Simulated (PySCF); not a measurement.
Species: C₄H₁₃PSi.
Geometry (PBE0-D3(BJ)/def2-SVP, Å), atoms numbered from 1 in this order:
```xyz
19
C4H13PSi angstrom
C     -0.3998   -1.3136   -0.5500
C     -0.3467    0.1261   -0.0327
C     -0.6143    0.1531    1.4739
C     -1.3806    0.9854   -0.7671
Si     1.3823    0.8518   -0.3796
P      2.9651   -0.4239    0.6381
H      0.3235   -1.9633   -0.0306
H     -0.1913   -1.3705   -1.6308
H     -1.4030   -1.7441   -0.3836
H     -0.5984    1.1798    1.8731
H     -1.6092   -0.2732    1.6929
H      0.1303   -0.4360    2.0328
H     -2.3991    0.5977   -0.5874
H     -1.3613    2.0322   -0.4231
H     -1.2149    0.9852   -1.8564
H      1.6033    0.9467   -1.8589
H      1.4895    2.2269    0.2039
H      4.0449    0.3928    0.1832
H      3.0809   -1.3404   -0.4512
```

Method: PySCF, TDDFT CAM-B3LYP/def2-SVPD, vertical, gas phase, core orbitals frozen in the response.

Ground-to-excited transition dipoles (e·a0, same axes as the geometry; the sign carries no meaning), for the states with f of 0.002 or more among the lowest 6:

```
state  E (eV)      μx      μy      μz
   S1   6.435   0.183   0.149   0.182
   S2   6.652  -0.226  -0.012   0.287
   S3   7.082  -0.841   0.698  -0.710
   S4   7.383   0.277   0.071  -0.006
   S5   7.472   0.335  -0.081   0.094
   S6   7.647   0.170  -0.267   0.081
```

Work out the oscillator strengths.

f = (2/3) ΔE |μ|² with ΔE in hartree (27.2114 eV).

```csv
state,|μ|² (au),|μ| (D),f
S1,0.089,0.76,0.014
S2,0.133,0.93,0.022
S3,1.698,3.31,0.295
S4,0.082,0.73,0.015
S5,0.127,0.91,0.023
S6,0.107,0.83,0.020
```

What angle do the transition dipoles of S2 and S5 make?

|cos θ| = |μa·μb| / (|μa| |μb|) = 0.37, so θ ≈ 68° (taken between 0 and 90°, since the signs are arbitrary).

What peak molar absorption coefficient would the strongest computed level give as a lone Gaussian band 0.5 eV wide at half height?

ε(max) = 2.175×10⁸ f / FWHM, with the width in cm⁻¹. S3: 2.175×10⁸ × 0.2946 / 4033 ≈ 16000 L mol⁻¹ cm⁻¹.

One conformer stands for the species.

Without π bonds the low states may be Rydberg-like; a valence basis with one diffuse set may place them up to an eV too high.
